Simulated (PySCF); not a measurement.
SSn, SMILES [S]=[Sn] (connectivity only; charge and spin as stated), neutral, multiplicity 1.

The structure is a stationary point at PBE0-D3(BJ)/def2-TZVP. The def2 effective core potentials stand for the cores of Sn; spin–orbit coupling is left out.

These are TDA-ωB97X/def2-TZVPD run with PySCF values and carry that method's errors.

Vertical excitations; the highest root listed may be one member of a degenerate set. The molecule is in vacuum. State labels are in the subgroup C2v.

Computed excitation energies, oscillator strengths and character:
```json
[
 {"state": "S1", "symmetry": "A2", "energy (eV)": "3.29", "λ (nm)": "377", "f": "0.000", "main pairs": "HOMO−1→LUMO+1 49 %, HOMO→LUMO 49 %"},
 {"state": "S2", "symmetry": "A1", "energy (eV)": "3.56", "λ (nm)": "348", "f": "0.000", "main pairs": "HOMO−1→LUMO, HOMO→LUMO+1 (degenerate set)"},
 {"state": "S3", "symmetry": "A2", "energy (eV)": "3.56", "λ (nm)": "348", "f": "0.000", "main pairs": "HOMO→LUMO, HOMO−1→LUMO+1 (degenerate set)"},
 {"state": "S4", "symmetry": "B1", "energy (eV)": "3.69", "λ (nm)": "336", "f": "0.026", "main pairs": "HOMO−2→LUMO (degenerate set)"},
 {"state": "S5", "symmetry": "B2", "energy (eV)": "3.69", "λ (nm)": "336", "f": "0.026", "main pairs": "HOMO−2→LUMO+1 (degenerate set)"},
 {"state": "S6", "symmetry": "A1", "energy (eV)": "5.47", "λ (nm)": "227", "f": "0.094", "main pairs": "HOMO→LUMO+1 34 %, HOMO−1→LUMO 34 %, HOMO−2→LUMO+3 22 %"},
 {"state": "S7", "symmetry": "B1", "energy (eV)": "6.58", "λ (nm)": "188", "f": "0.106", "main pairs": "HOMO−1→LUMO+3, HOMO−1→LUMO+2 (degenerate set)"},
 {"state": "S8", "symmetry": "B2", "energy (eV)": "6.58", "λ (nm)": "188", "f": "0.106", "main pairs": "HOMO→LUMO+3, HOMO→LUMO+2 (degenerate set)"},
 {"state": "S9", "symmetry": "A1", "energy (eV)": "7.18", "λ (nm)": "173", "f": "0.000", "main pairs": "HOMO−2→LUMO+2 90 %"},
 {"state": "S10", "symmetry": "B2", "energy (eV)": "7.23", "λ (nm)": "171", "f": "0.076", "main pairs": "HOMO→LUMO+2 58 %, HOMO→LUMO+3 28 %"},
 {"state": "T1", "symmetry": "A1", "energy (eV)": "2.90", "λ (nm)": "427", "f": "0", "main pairs": "HOMO−1→LUMO 48 %, HOMO→LUMO+1 48 %"},
 {"state": "T2", "symmetry": "B1", "energy (eV)": "3.00", "λ (nm)": "414", "f": "0", "main pairs": "HOMO−2→LUMO (degenerate set)"},
 {"state": "T3", "symmetry": "B2", "energy (eV)": "3.00", "λ (nm)": "414", "f": "0", "main pairs": "HOMO−2→LUMO+1 (degenerate set)"},
 {"state": "T4", "symmetry": "A1", "energy (eV)": "3.09", "λ (nm)": "402", "f": "0", "main pairs": "HOMO→LUMO+1 48 %, HOMO−1→LUMO 48 %"}
]
```
Triplets are in the Tamm–Dancoff approximation.
